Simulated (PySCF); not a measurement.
C₂H₁₀Si₄, SMILES C1=C[Si@@H]([SiH2][SiH3])[SiH2]1. Atoms are numbered in the order given.

```xyz
16

Si     3.1029    -0.2533     0.0120
Si     1.1890     0.4036     1.2113
Si    -0.5655     0.7903    -0.2998
C     -2.3053     0.8356     0.4642
C     -2.9247    -0.2848     0.0122
Si    -1.6709    -1.1063    -1.1487
H      3.5035     0.8320    -0.9326
H      2.7925    -1.4791    -0.7829
H      4.2515    -0.5474     0.9195
H      1.4975     1.6194     2.0268
H      0.7837    -0.6946     2.1413
H     -0.2176     1.9313    -1.2023
H     -2.7729     1.5487     1.1565
H     -3.9428    -0.5713     0.3089
H     -2.0741    -1.1491    -2.5862
H     -1.2178    -2.4748    -0.7552
```
Charge 0, spin multiplicity 1.

Geometry optimised at B3LYP-D3(BJ)/def2-SVP. The structure was generated by enumeration; whether it is a known compound was not checked. The values are those of a single conformer.

These are HF/def2-TZVP run with PySCF values and carry that method's errors.

ESP charges are fitted to the potential on shells at 1.4 to 2.0 van der Waals radii. Atomic charges (e):

```csv
atom,ESP fit,IAO,Löwdin
Si1,0.17,___,0.16
Si2,0.17,___,0.08
Si3,0.22,0.42,0.16
C4,-0.30,-0.39,-0.26
C5,-0.22,-0.41,-0.27
Si6,0.23,0.62,0.27
H7,-0.07,___,-0.05
H8,-0.07,___,-0.05
H9,-0.06,___,-0.05
H10,-0.07,___,-0.04
H11,-0.08,___,-0.04
H12,-0.08,___,-0.04
H13,0.17,0.13,0.12
H14,0.15,0.13,0.12
H15,-0.07,___,-0.05
H16,-0.07,___,-0.05
```

Q: Fill in the missing entries. (An estimate is asked for; the answer gives what the named calculation found.)

A: 
- Si1, IAO: 0.47
- Si2, IAO: 0.27
- H7, IAO: -0.16
- H8, IAO: -0.16
- H9, IAO: -0.15
- H10, IAO: -0.15
- H11, IAO: -0.15
- H12, IAO: -0.15
- H15, IAO: -0.16
- H16, IAO: -0.17

Computed Mayer and Wiberg (Löwdin basis) orders of the bonds:
```tsv
bond	Mayer	Wiberg
Si1–Si2	0.97	1.13
Si2–Si3	0.95	1.07
Si3–C4	0.90	1.07
C4–C5	1.85	2.05
Si3–Si6	0.97	1.00
C5–Si6	0.93	1.09
Si1–H7	0.96	0.96
Si1–H8	0.96	0.96
Si1–H9	0.97	0.97
Si2–H10	0.96	0.93
Si2–H11	0.96	0.93
Si3–H12	0.96	0.92
C4–H13	0.95	0.88
C5–H14	0.95	0.88
Si6–H15	0.97	0.95
Si6–H16	0.96	0.95
```
